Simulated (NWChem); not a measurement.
# CH3ClOSe; SMILES [Se](OC)Cl

```xyz
7

Se     0.7442    -0.0006    -0.0514
Cl    -0.6944    -1.6570     0.0399
O     -0.2335     1.3459     0.5651
C     -1.2046     1.8844    -0.3121
H     -2.0113     1.1570    -0.5017
H     -1.6270     2.7624     0.1978
H     -0.7647     2.1944    -1.2747
```
Atoms are numbered in this order, from 1.

Computed with NWChem. Pople sets run with spherical d functions. Geometry: optimised at PBE0/def2-SVP. Ions are spin-unrestricted doublets at the neutral geometry; other ion states weren't tried.

Question: What does the run give for BHandHLYP/6-31G*? Quantities: vertical ionisation energy, ΔSCF (eV); −ε(HOMO) (eV).

Answer: The vertical ionisation energy, ΔSCF (eV) is 9.14 and the −ε(HOMO) (eV) comes out as 7.84.
